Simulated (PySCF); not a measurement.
Radial density of W³³⁺ (tungsten, charge +33)

PW91, [Kr] 4d5, high-spin 6S determinant. Computed with PySCF 2.14 in an even-tempered Gaussian basis (18 s from 2.8 bohr⁻², ratio 2.5; 12 p from 3.6 bohr⁻², ratio 2.5; 9 d from 3.6 bohr⁻², ratio 2.5; 4 f from 17 bohr⁻², ratio 2.7; 3 g from 26 bohr⁻², ratio 2.7), with no relativity, point nucleus.

```
r (bohr)  4πr²ρ (e/bohr)  4πr²(ρα − ρβ)
0.000317          0.3508         0.0000
0.000534          0.9611         0.0000
0.000898           2.577        -0.0001
 0.00151           6.658        -0.0001
 0.00254           16.17        -0.0003
 0.00427           35.44        -0.0007
 0.00719           65.39        -0.0012
  0.0121           91.80        -0.0008
  0.0203           91.14         0.0142
  0.0342           93.35         0.1958
  0.0575           130.3         1.5249
  0.0968           107.4         5.2692
   0.163           118.0         3.0004
   0.274           50.87         4.0058
   0.461           41.26        14.3702
   0.775           2.913         1.0824
    1.30        0.005874         0.0027
```

A non-relativistic calculation at this Z misses sizeable relativistic shifts. Spin-orbit coupling, which splits the p, d and f shells strongly at this Z, is absent. Spin-orbit coupling is strong in this species (close to jj coupling), so the high-spin LS determinant is a model state, not a physical level.
